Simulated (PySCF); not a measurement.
## Radial density of Co (cobalt, neutral)

B3LYP, [Ar] 3d7 4s2, high-spin 4F determinant. All numbers are calculated (PySCF 2.14, scalar relativity by spin-free X2C-1e, in x2c-SVPall).

```json
{"r (bohr)": "0.000874", "4πr²ρ (e/bohr)": "0.1670", "4πr²(ρα − ρβ)": "0.0000"}
{"r (bohr)": "0.00147", "4πr²ρ (e/bohr)": "0.4549", "4πr²(ρα − ρβ)": "0.0000"}
{"r (bohr)": "0.00247", "4πr²ρ (e/bohr)": "1.176", "4πr²(ρα − ρβ)": "0.0000"}
{"r (bohr)": "0.00416", "4πr²ρ (e/bohr)": "2.821", "4πr²(ρα − ρβ)": "0.0001"}
{"r (bohr)": "0.00699", "4πr²ρ (e/bohr)": "6.488", "4πr²(ρα − ρβ)": "0.0002"}
{"r (bohr)": "0.0118", "4πr²ρ (e/bohr)": "13.53", "4πr²(ρα − ρβ)": "0.0004"}
{"r (bohr)": "0.0198", "4πr²ρ (e/bohr)": "23.95", "4πr²(ρα − ρβ)": "0.0007"}
{"r (bohr)": "0.0333", "4πr²ρ (e/bohr)": "32.17", "4πr²(ρα − ρβ)": "0.0008"}
{"r (bohr)": "0.0560", "4πr²ρ (e/bohr)": "29.66", "4πr²(ρα − ρβ)": "0.0016"}
{"r (bohr)": "0.0942", "4πr²ρ (e/bohr)": "25.86", "4πr²(ρα − ρβ)": "0.0148"}
{"r (bohr)": "0.158", "4πr²ρ (e/bohr)": "35.92", "4πr²(ρα − ρβ)": "0.1395"}
{"r (bohr)": "0.266", "4πr²ρ (e/bohr)": "26.55", "4πr²(ρα − ρβ)": "0.7337"}
{"r (bohr)": "0.448", "4πr²ρ (e/bohr)": "14.48", "4πr²(ρα − ρβ)": "2.2112"}
{"r (bohr)": "0.754", "4πr²ρ (e/bohr)": "17.81", "4πr²(ρα − ρβ)": "2.8702"}
{"r (bohr)": "1.27", "4πr²ρ (e/bohr)": "6.334", "4πr²(ρα − ρβ)": "1.4524"}
{"r (bohr)": "2.13", "4πr²ρ (e/bohr)": "1.526", "4πr²(ρα − ρβ)": "0.2722"}
{"r (bohr)": "3.59", "4πr²ρ (e/bohr)": "0.5434", "4πr²(ρα − ρβ)": "0.0075"}
{"r (bohr)": "6.03", "4πr²ρ (e/bohr)": "0.03711", "4πr²(ρα − ρβ)": "-0.0058"}
{"r (bohr)": "10.1", "4πr²ρ (e/bohr)": "0.0002259", "4πr²(ρα − ρβ)": "-0.0001"}
```

Densities and radii are taken from the X2C orbitals without a picture-change correction, which distorts them close to the nucleus.

Q: Where is the radial spin density 4πr²(ρα − ρβ) most negative, and why is it negative at all?

A: Around r = 6.03 bohr, down to -0.0058 e/bohr: exchange with the open shell polarises the paired shells in an unrestricted calculation.
